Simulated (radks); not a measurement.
Task: Spherical quantum dot in the effective-mass picture: electrons in a hard-walled sphere of radius 4.95, with a point charge +1 (a donor) at the centre, all in effective atomic units (hartree* = m*/eps^2 hartree, bohr* = eps/m* bohr), one dielectric constant everywhere. Method: non-relativistic Kohn-Sham, LDA (Slater exchange, Perdew-Wang correlation), spin-polarised, spherical densities; computed with a radial shooting solver with Libxc functionals. Levels are named by radial order and angular momentum (1s, 1p, 1d, 2s, ...), and open shells are averaged over m. Each electron was tried in the lowest free levels, single moves between levels near the top were tried too, and the lowest total energy was kept; such a search can miss a lower state. Give the order in which the levels fill up to N = 42, the shell closures and the spin along the way.

Result: Shells are first occupied in the order 1s, 1p, 1d, 2s, 1f, 1g. Open shells at each N (closed shells left out): 1: 1s(up 1, down 0); 2: none; 3: 1p(up 1, down 0); 4: 1p(up 2, down 0); 5: 1p(up 3, down 0); 6: 1p(up 3, down 1); 7: 1p(up 3, down 2); 8: none; 9: 1d(up 1, down 0); 10: 1d(up 2, down 0); 11: 1d(up 3, down 0); 12: 1d(up 4, down 0); 13: 1d(up 5, down 0); 14: 1d(up 5, down 1); 15: 1d(up 5, down 2); 16: 1d(up 5, down 3); 17: 1d(up 5, down 4); 18: none; 19: 2s(up 1, down 0); 20: 2s(up 1, down 0) 1f(up 1, down 0); 21: 2s(up 1, down 0) 1f(up 2, down 0); 22: 2s(up 1, down 0) 1f(up 3, down 0); 23: 2s(up 1, down 0) 1f(up 4, down 0); 24: 2s(up 1, down 0) 1f(up 5, down 0); 25: 2s(up 1, down 0) 1f(up 6, down 0); 26: 2s(up 1, down 0) 1f(up 7, down 0); 27: 2s(up 1, down 0) 1f(up 7, down 1); 28: 2s(up 1, down 0) 1f(up 7, down 2); 29: 2s(up 1, down 0) 1f(up 7, down 3); 30: 2s(up 1, down 0) 1f(up 7, down 4); 31: 2s(up 1, down 0) 1f(up 7, down 5); 32: 2s(up 1, down 0) 1f(up 7, down 6); 33: 2s(up 1, down 0); 34: none; 35: 1g(up 1, down 0); 36: 1g(up 2, down 0); 37: 1g(up 3, down 0); 38: 1g(up 4, down 0); 39: 1g(up 5, down 0); 40: 1g(up 6, down 0); 41: 1g(up 7, down 0); 42: 2s(up 1, down 0) 1g(up 9, down 0). All shells are closed at N = 2, 8, 18, 34 (there: 1s2 1p6 1d10 2s2 1f14). Largest 2S: 10, at N = 42.
